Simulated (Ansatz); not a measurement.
Basis sets compared for Ge6H12, a cluster cut from cubic germanium. Charge 0, multiplicity 1. Geometry PBE0-D4/def2-SVP. Ansatz on 4 threads of Arm Neoverse V2 on a shared host; times are rough, and most runs start from earlier orbitals.

Cartesian coordinates in Å:
```
Ge 0.964 -0.212 2.104
Ge -1.791 -1.399 -0.487
Ge 1.415 0.554 -1.759
Ge 1.791 1.400 0.486
Ge -0.964 0.212 -2.104
Ge -1.415 -0.555 1.759
H 1.243 0.269 3.544
H 1.699 -1.552 1.896
H -3.290 -1.684 -0.718
H -1.019 -2.724 -0.660
H 1.985 1.528 -2.811
H 2.143 -0.798 -1.913
H 1.017 2.724 0.659
H 3.289 1.686 0.718
H -1.698 1.553 -1.896
H -1.243 -0.268 -3.544
H -2.143 0.796 1.915
H -1.983 -1.530 2.811
```

Binding counts from free atoms (Ge triplet, H doublet) in the same basis, without a counterpoise term.

| level | functions | energy (Eh) | HOMO (eV) | LUMO (eV) | binding per atom (eV) | wall time |
| --- | --- | --- | --- | --- | --- | --- |
| PBE-D4/def2-SVP | 252 | -12465.8350 | -6.61 | -1.06 | 2.73 | 5.5 s |
| PBE-D4/def2-TZVPD | 432 | -12467.4142 | -6.64 | -1.28 | 2.73 | 17 s |
| PBE0-D4/def2-SVP | 252 | -12466.1836 | -7.62 | -0.28 | 2.74 | 14 s |

(1) Estimate the rows for PBE-D4/def2-TZVP, PBE0-D4/def2-TZVP (with forces).

Results:

(1) 
```
                          level  functions  energy (Eh)  HOMO (eV)  LUMO (eV)  binding per atom (eV)  wall time
               PBE-D4/def2-TZVP        360  -12467.4120      -6.65      -1.16                   2.73       10 s
PBE0-D4/def2-TZVP (with forces)        360  -12467.7531      -7.60      -0.44                   2.74       32 s
```
